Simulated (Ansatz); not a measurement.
`COc1ccc(-c2ccc(-c3ccc(-c4ccc(-c5ccc(-c6ccc(-c7ccc(-c8ccc(C(F)=C(F)F)cc8)o7)o6)o5)o4)o3)o2)cc1`, relaxed as a singlet with RKS r2SCAN-D4/def2-SVP in Ansatz, starting from the GFN2-xTB geometry. Force threshold 0.03 eV/Å.

Single mean-field runs in def2-SVP are fitted with def2-universal-jkfit.

Start:

Cartesian coordinates in Å:
```
C 11.328 -8.376 -0.871
O 10.920 -7.503 0.154
C 9.767 -6.800 -0.012
C 8.942 -6.875 -1.131
C 7.792 -6.114 -1.192
C 7.429 -5.261 -0.150
C 6.217 -4.478 -0.249
C 5.626 -3.576 0.607
C 4.453 -3.128 -0.022
C 4.392 -3.783 -1.231
C 3.444 -3.742 -2.300
C 3.441 -4.430 -3.495
C 2.287 -4.024 -4.178
C 1.652 -3.111 -3.361
C 0.436 -2.395 -3.582
C -0.414 -2.437 -4.670
C -1.459 -1.550 -4.386
C -1.189 -1.016 -3.141
C -1.942 -0.061 -2.392
C -3.128 0.564 -2.727
C -3.447 1.407 -1.655
C -2.439 1.250 -0.726
C -2.264 1.868 0.550
C -1.270 1.737 1.498
C -1.622 2.588 2.555
C -2.809 3.192 2.193
C -3.599 4.146 2.904
C -3.385 4.704 4.149
C -4.461 5.571 4.380
C -5.274 5.500 3.267
C -6.502 6.187 2.949
C -7.108 7.040 3.878
C -8.269 7.709 3.565
C -8.871 7.554 2.311
C -10.089 8.295 2.027
F -10.565 9.050 3.045
C -10.812 8.346 0.903
F -11.918 9.065 0.760
F -10.538 7.703 -0.225
C -8.275 6.692 1.384
C -7.114 6.023 1.701
O -4.740 4.630 2.375
O -3.196 2.751 0.973
O -1.527 0.358 -1.175
O -0.038 -1.533 -2.658
O 2.359 -2.942 -2.219
O 5.462 -4.599 -1.367
C 8.264 -5.190 0.970
C 9.411 -5.946 1.036
H 11.509 -7.841 -1.809
H 10.592 -9.168 -1.043
H 12.260 -8.822 -0.528
H 9.186 -7.521 -1.959
H 7.158 -6.177 -2.063
H 5.988 -3.273 1.568
H 3.738 -2.422 0.348
H 4.182 -5.131 -3.819
H 1.956 -4.351 -5.142
H -0.292 -3.034 -5.549
H -2.301 -1.323 -5.005
H -3.688 0.422 -3.627
H -4.294 2.054 -1.560
H -0.408 1.107 1.424
H -1.078 2.743 3.464
H -2.559 4.507 4.800
H -4.612 6.173 5.252
H -6.666 7.174 4.852
H -8.721 8.362 4.295
H -8.717 6.541 0.414
H -6.661 5.361 0.980
H 8.009 -4.538 1.791
H 10.060 -5.897 1.896
```

**Question.** Estimate the energy that the relaxation releases and the steps that it takes.

**Answer.** 36.4 kJ/mol, in 19 steps; 2 min on 4 threads of AMD EPYC 7R13 on a shared host and a share (37 GiB) of an NVIDIA H100 80GB HBM3. The force fell under the threshold at step 11, but the optimiser went on and released 0.009 eV more. No frequencies were taken in this run, so the end may be a saddle point.

**Question.** Does the start keep its bonding?

**Answer.** By distances, no bond broke or formed. The bond that changes most is C17–H60, from 1.07 to 1.09 Å (atoms count from 1).

**Question.** Predict the relaxed structure.

**Answer.** 
Cartesian coordinates in Å:
```
C 11.023 -7.704 -0.040
O 10.469 -6.788 0.879
C 9.310 -6.172 0.549
C 8.610 -6.378 -0.651
C 7.421 -5.688 -0.888
C 6.898 -4.781 0.052
C 5.664 -4.067 -0.198
C 4.931 -3.142 0.524
C 3.798 -2.804 -0.262
C 3.902 -3.546 -1.423
C 3.090 -3.652 -2.590
C 3.201 -4.397 -3.752
C 2.074 -4.067 -4.545
C 1.342 -3.139 -3.822
C 0.124 -2.446 -4.099
C -0.734 -2.465 -5.188
C -1.781 -1.562 -4.888
C -1.504 -1.043 -3.633
C -2.187 -0.097 -2.810
C -3.355 0.629 -2.990
C -3.527 1.410 -1.822
C -2.456 1.114 -0.996
C -2.071 1.569 0.298
C -1.001 1.267 1.124
C -1.170 2.049 2.292
C -2.331 2.782 2.112
C -3.010 3.736 2.931
C -2.739 4.257 4.186
C -3.782 5.172 4.469
C -4.636 5.161 3.378
C -5.860 5.859 3.060
C -6.422 6.788 3.960
C -7.599 7.457 3.654
C -8.269 7.228 2.433
C -9.498 7.963 2.175
F -9.885 8.821 3.141
C -10.318 7.912 1.106
F -11.409 8.634 0.995
F -10.128 7.142 0.053
C -7.707 6.299 1.529
C -6.530 5.631 1.838
O -4.156 4.283 2.447
O -2.877 2.488 0.898
O -1.644 0.200 -1.597
O -0.347 -1.582 -3.157
O 1.962 -2.889 -2.633
O 5.030 -4.309 -1.385
C 7.616 -4.587 1.254
C 8.798 -5.268 1.499
H 11.269 -7.218 -1.001
H 10.341 -8.552 -0.231
H 11.947 -8.082 0.417
H 8.981 -7.072 -1.407
H 6.882 -5.853 -1.824
H 5.182 -2.751 1.508
H 2.997 -2.108 -0.023
H 4.003 -5.092 -3.987
H 1.821 -4.456 -5.529
H -0.614 -3.061 -6.091
H -2.639 -1.316 -5.511
H -4.002 0.597 -3.865
H -4.330 2.108 -1.595
H -0.204 0.563 0.896
H -0.523 2.078 3.167
H -1.889 4.006 4.817
H -3.897 5.770 5.370
H -5.928 6.988 4.915
H -8.016 8.172 4.366
H -8.193 6.095 0.574
H -6.110 4.916 1.128
H 7.238 -3.890 2.006
H 9.357 -5.121 2.427
```
Bond lengths: 39 × C–C 1.35 to 1.46 Å; 14 × C–O 1.35 to 1.41 Å; 3 × C–F 1.31 to 1.35 Å; 23 × C–H 1.09 to 1.10 Å.
